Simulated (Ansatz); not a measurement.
**Worked example: SnH(OH)2 → Sn(OH)2 + H**

Species: SnH(OH)2, doublet; Sn(OH)2, singlet; H atom, doublet. 

Shapes, held fixed at every level: PBE0-D4/def2-TZVP. Flexible molecules stand in one conformer, not always the lowest. Programs: Ansatz 0.2.0. The zero-point and thermal change to 298 K, harmonic and unscaled (PBE0-D4/def2-TZVP), is -10.7 kJ/mol.

At CCSD(T)/def2-TZVPP; 1 Eh = 2625.50 kJ/mol:

| species | energy (Eh) |
| --- | --- |
| SnH(OH)2 | -365.725222 |
| Sn(OH)2 | -365.186506 |
| H | -0.499810 |

Problem. Work out ΔH(298 K) of the reaction at this level.

Solution. 
1. Products less reactants: (-365.186506) + (-0.499810) − [(-365.725222)] = 0.038906 Eh = +102.1 kJ/mol.
2. With the thermal change: +102.1 + (-10.7) = +91.4 kJ/mol.

Other levels give +68.0 (MP2/def2-TZVPP) to +106.0 kJ/mol (r2SCAN0-D4/def2-TZVPP). No measured value is set beside it here. Open shells run unrestricted unless RO is named. For atoms past krypton def2 sets carry core potentials with scalar relativity. Correlated rows may include outer-core shells of Sn, which these sets cover unevenly.
